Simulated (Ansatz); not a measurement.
`C[CH2][InH][Cl]` + H₂ → `C[CH2][InH2]` + HCl at 500 K and 1 bar (hydrogenolysis of the In–Cl bond).

Gas-phase electronic energies from Ansatz, PBE0-D4/def2-TZVP geometries. CBS: MP2 limit from def2 TZ/QZ plus the TZ coupled-cluster correction, frozen cores. This one scheme is used for every species. Elements past krypton have def2 core potentials. For In outer-core shells are correlated without core-valence functions, which leaves a few kJ/mol of doubt a bond. Each species was taken in one conformer, which may not be the lowest.

| species | CCSD(T)/CBS energy (Eh) | H − E (kJ/mol) | S (J/(mol·K)) |
| --- | --- | --- | --- |
| `C[CH2][InH][Cl]` | -729.34923 | 232.5 | 428.8 |
| H₂ | -1.17544 | 41.0 | 145.5 |
| `C[CH2][InH2]` | -270.09414 | 238.7 | 384.2 |
| HCl | -460.38127 | 32.5 | 201.9 |

H − E and S are ideal-gas, rigid-rotor, harmonic terms from PBE0-D4/def2-TZVP, for one conformer and one mirror image of each species. For small species the MP2-based limit differs from directly extrapolated CCSD(T) by up to some mEh (0.8 for H₂); such offsets cancel only in part. 1 Eh = 2625.50 kJ/mol, R = 8.31446 J/(mol·K).

Question: By hand: ΔE, ΔH, ΔS and ΔG.

Answer: ΔE = (-270.09414) + (-460.38127) − (-729.34923) − (-1.17544) = 0.04926 Eh = 129.3 kJ/mol. Δ(H − E) = 238.7 + 32.5 − 232.5 − 41.0 = -2.3, so ΔH = 127.0 kJ/mol. ΔS = 384.2 + 201.9 − 428.8 − 145.5 = 11.8 J/(mol·K). ΔG = 127.0 − 500 × (11.8)/1000 = 121.1 kJ/mol.

Question: By hand: the equilibrium constant, and the temperature at which ΔG would vanish if ΔH and ΔS stayed fixed.

Answer: log₁₀ K = −ΔG/(RT ln 10) = -12.7. ΔG = 0 at ΔH/ΔS = 10763 K, far beyond where these terms or the molecules hold.

The number of gas molecules stays the same, so ΔS is small and ΔH decides. A doubt of 5 kJ/mol in ΔE shifts log₁₀ K by 0.5 here. Other conformers and mirror images would add mixing entropy, several J/(mol·K) or more a flexible species. Modes under 60 cm⁻¹, often nearly free rotors, make the harmonic entropy too high. These are equilibria of isolated gas molecules and say nothing of rates. Largest T1 diagnostic: 0.012 (customary marks: 0.02 for closed shells, 0.045 for open ones).
